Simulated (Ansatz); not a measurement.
Isolated molecules relaxed with PBE0-D4/def2-TZVP in Ansatz; ΔE leaves out vibrations. CBS: MP2 limit from def2 TZ/QZ plus the TZ coupled-cluster correction, frozen cores. This one scheme is used for every species, atoms too. Functionals use def2-TZVPP. B3LYP here is the variant with VWN-RPA as its local correlation; programs differ in this. Open shells (•) are unrestricted, without spin–orbit coupling. Spin–orbit coupling would lower the free atoms: a little for C, Cl, O, S, Si. One conformer a species, not always the lowest.

Consider the atomization: `C[Si](S)(Cl)C=O` → 2 C• + Cl• + 5 H• + O• + S• + Si•.

`C[Si](S)(Cl)C=O`:

Cartesian coordinates in Å:
```
C -0.989 -1.119 0.293
Si 0.475 -0.178 -0.327
S 2.143 -0.166 1.002
Cl 1.200 -0.955 -2.084
C -0.011 1.646 -0.677
O -1.002 2.125 -0.184
H -1.391 -0.630 1.183
H -0.712 -2.144 0.543
H -1.773 -1.136 -0.468
H 1.404 0.284 2.033
H 0.657 2.272 -1.315
```

```csv
level,ΔE (kJ/mol),difference from CCSD(T)/CBS
r2SCAN-D4,4158.0,24.7
PBE0-D4,4147.6,14.3
ωB97X-V,4152.6,19.3
B2PLYP,4071.5,-61.8
PBE,4202.4,69.1
B3LYP,4062.8,-70.5
MP2/def2-TZVPP,4107.4,-25.9
CCSD(T)/def2-TZVPP,4010.0,-123.3
MP2/def2-QZVPP,4180.0,46.7
CCSD/CBS(def2),4056.3,-77.0
CCSD(T)/CBS,4133.3,0
```

Largest T1 diagnostic among the species: 0.013.

In def2-TZVPP, CCSD(T) changes the Hartree–Fock value by +1048.6 kJ/mol (the triples alone add +77.0 kJ/mol) and MP2 by +1145.9 kJ/mol; breaking electron pairs costs correlation energy, which Hartree–Fock lacks. From PBE to PBE0 (25 % exact exchange), in def2-TZVPP and without D4, ΔE moves by −83.0 kJ/mol: exact exchange takes away binding that semilocal exchange gives to molecules.

For atomizations the MP2-based limit and the directly extrapolated one differ by several kJ/mol either way, and by 10 to 25 for some Ge, Se and Sn compounds, so smaller differences from it don't rank the levels.
